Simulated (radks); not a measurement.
Task: The mean radii <r> (bohr) of the occupied orbitals of an atom or ion are listed with their occupations. All-electron calculation, scalar-relativistic Kohn-Sham, r2SCAN, spin-polarised, spherical densities, finite nucleus; meta-GGA in the generalised Kohn-Sham scheme; Fermi nuclear charge, rms radius of each element as measured or else 0.836 A^(1/3) + 0.57 fm. Program: a radial shooting solver on a logarithmic mesh with Libxc functionals.

orbital  occ.      <r>
1s up       1  0.02410
1s down     1  0.02410
2s down     1   0.1030
2s up       1   0.1030
2p up       3  0.09055
2p down     3  0.09055
3s up       1   0.2719
3s down     1   0.2718
3p up       3   0.2702
3p down     3   0.2700
3d up       5   0.2475
3d down     5   0.2474
4s up       1   0.6232
4s down     1   0.6230
4p up       3   0.6601
4p down     3   0.6596
4d up       5   0.7284
4d down     5   0.7275
5s up       1    1.485
5s down     1    1.505
5p up       3    1.693
5p down     2    1.720
4f up       3    1.072
5f up       1    5.873

Name the element and its charge. Open shells, if any, are filled with parallel spins first.

Result: Z = 59, praseodymium, charge +2: Pr2+ in [Kr] 4d10 4f3 5s2 5p5 5f1. The 1s radius gives Z: for a bare nucleus <r> = (2 gamma + 1)/(2Z) with gamma = sqrt(1 - (Z/c)^2), 0.02377 bohr for Z = 59, and screening makes it slightly larger (0.02410 here). The occupations add up to 57, and the charge is Z minus that.
